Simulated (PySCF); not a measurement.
From one molecule to another.

First species: C6H15OP.
Geometry (GFN2-xTB, Å), atoms numbered from 1 in this order:
```
atom  x, y, z in Å
C1     2.919    1.084    0.074
O2     1.708    0.390   -0.062
C3     1.137    0.033    1.169
P4    -0.444   -0.929    0.909
C5     0.275   -2.225   -0.199
C6    -1.236    0.169   -0.396
C7    -2.486   -0.516   -0.941
C8    -1.600    1.522    0.208
H9     2.780    2.024    0.623
H10    3.666    0.478    0.603
H11    3.273    1.300   -0.932
H12    1.823   -0.606    1.751
H13    0.926    0.923    1.782
H14   -0.515   -2.890   -0.542
H15    0.989   -2.811    0.378
H16    0.778   -1.768   -1.049
H17   -0.509    0.312   -1.203
H18   -2.971    0.120   -1.681
H19   -2.244   -1.464   -1.416
H20   -3.194   -0.706   -0.136
H21   -0.709    2.068    0.508
H22   -2.236    1.389    1.082
H23   -2.137    2.128   -0.521
```

Second species: C4H6F5P.
Bonds: C1–P2, P2–C3, P2–C4, C4–F5, C4–F6, C4–C7, C7–F8, C7–F9, C7–F10. Hydrogens: H11, H12, H13 on C1; H14, H15, H16 on C3.

Levels: PBE0/pcSseg-1 for dipole moment, HOMO energy, LUMO energy and HOMO–LUMO gap; GFN2-xTB for rotational constant A and rotational constant C. Geometries: GFN2-xTB. All species are isolated and taken at one optimised geometry, non-relativistic unless stated. Electronic properties by PySCF.

The conformers computed, where there is a choice (atom-mapped SMILES and torsion angles):
- `[CH3:1][O:2][CH2:3][P:4]([CH3:5])[CH:6]([CH3:7])[CH3:8]`: C1–O2–C3–P4 -178°, O2–C3–P4–C5 54°, C3–P4–C6–C7 172°
- `[CH3:1][P:2]([CH3:3])[C:4]([F:5])([F:6])[C:7]([F:8])([F:9])[F:10]`: C1–P2–C4–F5 -61°, P2–C4–C7–F8 49°

Values for the first species:

| Item | Value |
| --- | --- |
| Dipole moment | 1.62 D |
| HOMO energy | -6.52 eV |
| LUMO energy | 1.26 eV |
| HOMO–LUMO gap | 7.78 eV |
| Rotational constant A | 2.258 GHz |
| Rotational constant C | 0.925 GHz |

Question: Estimate the same properties for the second species, and the change in each.

Answer: 
| property | first | second | second less first |
| --- | --- | --- | --- |
| dipole moment | 1.62 D | 2.60 D | +0.98 D |
| HOMO energy | -6.52 eV | -7.49 eV | -0.97 eV |
| LUMO energy | 1.26 eV | 0.39 eV | -0.87 eV |
| HOMO–LUMO gap | 7.78 eV | 7.88 eV | +0.10 eV |
| rotational constant A | 2.258 GHz | 1.721 GHz | -0.537 GHz |
| rotational constant C | 0.925 GHz | 0.825 GHz | -0.100 GHz |

On the first: A dipole of 1.62 D is allowed in C1, and pure rotational transitions are dipole-allowed. The dipole equals about 5.4 × 10⁻³⁰ C·m (1 D = 3.33564 × 10⁻³⁰ C·m).

On the second: The dipole equals about 8.7 × 10⁻³⁰ C·m (1 D = 3.33564 × 10⁻³⁰ C·m).
